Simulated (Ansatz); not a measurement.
A nudged elastic band was laid between two geometries of BrH + Cl3H2O2Ta (10 atoms, charge 0, multiplicity 1).

All numbers below come from Ansatz 0.2.0, RKS PBE/def2-SVP.

* movable images: 7
* climbing image: yes
* spring: 5.0 eV/Å²
* optimiser: quadratic models (default)
* start path: through a guess of the saddle point
* force threshold: 0.05 eV/Å
* iteration limit: 60
* end points: relaxed

Initial state:

```xyz
10
Properties=species:S:1:pos:R:3
Ta -0.362 0.013 0.143
O 1.398 -0.798 0.165
H 1.937 -0.820 0.981
Cl 0.090 0.325 2.479
Cl -0.234 -0.025 -2.183
O -0.964 1.805 0.154
H -0.823 2.576 0.734
Cl -2.087 -1.478 0.406
Br 3.154 -2.515 -2.094
H 2.355 -1.743 -1.151
```

Final state:

```xyz
10
Properties=species:S:1:pos:R:3
Ta -0.238 -0.603 -0.060
O 1.992 0.194 -0.060
H 2.302 0.040 0.860
Cl 0.429 -1.089 2.172
Cl -0.167 0.144 -2.307
O -0.592 1.195 0.418
H -0.412 2.084 0.062
Cl -2.352 -1.486 0.026
Br 1.003 -2.688 -0.873
H 2.498 -0.451 -0.603
```

Problem. What changes between the two ends?

Solution. Bonds broken: Br9–H10. Bonds formed: Ta1–Br9, O2–H10. BrH + Cl3H2O2Ta becomes BrCl3H3O2Ta.

Problem. Give the energies along the band, and the barrier.

Solution. It converged. The highest image is number 4 of 0 to 8, 0.194 eV above the first end and 0.767 eV above the last; the last end lies 0.574 eV below the first. A vibrational analysis at the climbing image gives one clearly imaginary mode, 200i cm⁻¹: a first-order saddle point. The orbitals stay closed-shell, which can raise the energy where a bond breaks towards radicals; this wasn't checked here.

```tsv
image	path coordinate (Å)	energy (eV)	Br9–H10 (Å)	Ta1–Br9 (Å)	O2–H10 (Å)
0	0.00	0.000	1.46	4.87	1.88
1	1.00	0.004	1.45	4.76	1.91
2	2.01	0.018	1.45	4.51	1.96
3	3.01	0.106	1.46	3.88	1.91
4	4.01	0.194	1.55	3.07	1.52
5	4.74	-0.366	2.13	2.69	1.02
6	5.46	-0.538	2.68	2.57	0.98
7	6.19	-0.561	2.94	2.55	0.98
8	6.91	-0.574	2.70	2.56	0.98
```

Problem. What is the geometry of the highest image?

Solution. 
```xyz
10
Properties=species:S:1:pos:R:3
Ta -0.024 -0.120 -0.176
O 2.004 -0.051 -0.146
H 2.427 0.035 0.732
Cl 0.211 -0.696 2.126
Cl 0.152 0.208 -2.480
O -0.606 1.613 0.227
H -1.090 2.011 0.974
Cl -2.012 -1.321 -0.307
Br 1.305 -2.822 -0.782
H 2.095 -1.516 -0.533
```

Problem. What are the harmonic wavenumbers there?

Solution. 200i, 60, 69, 86, 102, 134, 151, 179, 200, 219, 257, 329, 349, 372, 391, 420, 470, 642, 672, 734, 868, 1575, 3685, 3760 cm⁻¹.

Time of the run: 7.4 min on 4 threads of Intel(R) Xeon(R) Platinum 8259CL CPU @ 2.50GHz (Skylake/Cascade Lake) (shared host), peak memory 0.32 GiB.
